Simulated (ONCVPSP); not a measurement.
**How hard is this F ONCV potential?**

F (Z = 9), optimised norm-conserving Vanderbilt (ONCV), made with ONCVPSP 4.0.1 (PBE, scalar-relativistic). Core [He], reference 2s2 2p5. Waves: 2s: rc 0.75 bohr, ncon 4, nbas 8, qcut 10.5 1/bohr, local; 2p: rc 1.70 bohr, ncon 4, nbas 9, qcut 7.9 1/bohr, 2 projectors, debl 3.5 Ha; d scattering state at 0.04 Ha: rc 1.45 bohr, ncon 5, nbas 9, qcut 6.4 1/bohr, 2 projectors, debl 2 Ha. Local part: the s channel. Core correction: Teter function fitted to the true core (icmod 2), fcfact 0.7.

Question: For each optimised wave give the share of its norm inside rc, the residual kinetic energy above qcut (Ha) and the cutoffs (Ha) for errors of 10, 1, 0.1 and 0.01 mHa per electron.

Answer:

```csv
wave,norm inside rc,residual KE,10 mHa,1 mHa,0.1 mHa,0.01 mHa
2s,0.325,5.3e-04,36.5,51.0,162.2,302.4
2p,0.848,5.5e-06,19.0,23.6,27.1,30.6
p projector 2,0.141,8.7e-05,21.2,26.4,31.1,101.7
d projector 1,0.000,5.0e-09,0.0,0.1,0.2,0.7
d projector 2,0.162,7.2e-04,11.8,19.4,27.2,70.5
```

The occupied waves need 51 Ha and 162 Ha for 1 and 0.1 mHa. Rows with under 1 % of the norm inside rc give no meaningful cutoff. Its largest configuration-test error is +2376 meV.
